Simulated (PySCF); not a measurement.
C4H9FSi. Atoms are numbered in the order given.

```xyz
15

F     -0.6349     1.8910    -0.8734
Si    -0.2816     0.8798     0.3667
C      1.4384     0.1309     0.1757
C      1.1447    -1.2625    -0.4283
C     -0.1307    -1.8231     0.2315
C     -1.2373    -0.7406     0.1914
H     -0.5130     1.6637     1.6103
H      1.8969     0.0251     1.1756
H      2.1296     0.7322    -0.4345
H      1.9946    -1.9542    -0.3083
H      0.9730    -1.1608    -1.5148
H      0.0952    -2.0762     1.2829
H     -0.4539    -2.7593    -0.2521
H     -1.7316    -0.7284    -0.7963
H     -2.0251    -0.9059     0.9418
```

Geometry: B3LYP-D3(BJ)/def2-SVP. Other conformers were not sampled.

These are PBE/pcSseg-1 in PySCF values and carry that method's errors.

GIAO shieldings, no solvent; atoms listed in one row are averaged. δ = σ(ref) − σ: ¹⁹F against CFCl3 (σ = 133.6 ppm); ²⁹Si against TMS (σ = 335.4 ppm); ¹³C against TMS (σ = 182.0 ppm); ¹H against TMS (σ = 31.49 ppm), references at their B3LYP-D3(BJ)/def2-TZVP geometries, non-relativistic.

Task: Estimate the chemical shifts. (An estimate is asked for; the answer gives what the named calculation found.)

Result: 
```
nucleus   atoms  count  δ (ppm)
-------  ------  -----  -------
¹⁹F          F1      1   -222.8
²⁹Si        Si2      1     49.2
¹³C      C4, C5      2     33.0
¹³C      C3, C6      2     19.2
¹H           H7      1     5.94
¹H          H13      1     2.39
¹H          H10      1     2.32
¹H          H11      1     1.74
¹H          H15      1     1.46
¹H           H9      1     1.40
¹H          H12      1     1.32
¹H          H14      1     0.99
¹H           H8      1     0.59
```
